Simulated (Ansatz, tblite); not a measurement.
Removing an electron: ZnMeBr (CH₃BrZn). Charge 0, multiplicity 1. Geometry: PBE0-D4/def2-TZVP. Ansatz, gas phase; energy differences of separate SCF runs; the oxidised species was run as a doublet alone.

```xyz
6

Zn    0.2297   -0.9865   -0.4298
C    -0.1732    0.7430    0.3234
H    -0.9683    1.2274   -0.2460
H     0.7121    1.3809    0.2997
H    -0.4999    0.6371    1.3593
Br    0.6997   -3.0020   -1.3066
```

The xTB rows come from tblite. HOMO above LUMO, or a gap near zero within one spin, warns that the state may not be the lowest or that an electron is smeared out.

Problem. Estimate orbital energies and vertical ionisation energies at: GFN1-xTB; GFN2-xTB; PBE-D4/def2-TZVP; r2SCAN-D4/def2-TZVP; PBE0-D4/def2-TZVP.

Solution. 
```tsv
level	−HOMO (eV)	vertical IE (eV)	−LUMO (eV)	HOMO–LUMO gap (eV)	remarks
GFN1-xTB	10.74	14.27	5.64	5.10	–
GFN2-xTB	11.27	14.57	5.59	5.68	–
PBE-D4/def2-TZVP	6.91	10.13	1.39	5.52	gap within one spin near zero (+1 doublet)
r2SCAN-D4/def2-TZVP	7.23	10.26	1.04	6.19	gap within one spin near zero (+1 doublet)
PBE0-D4/def2-TZVP	8.16	10.38	0.57	7.59	–
```

Relaxing the oxidised species (PBE0-D4/def2-TZVP) changes its energy by -0.32 eV at PBE0-D4/def2-TZVP, so the adiabatic ionisation energy to this nearest minimum is 10.06 eV. At PBE-D4/def2-TZVP it is 9.98 eV.    Raw xTB energy differences between charge states are shifted by several eV; the methods need an empirical correction for them.
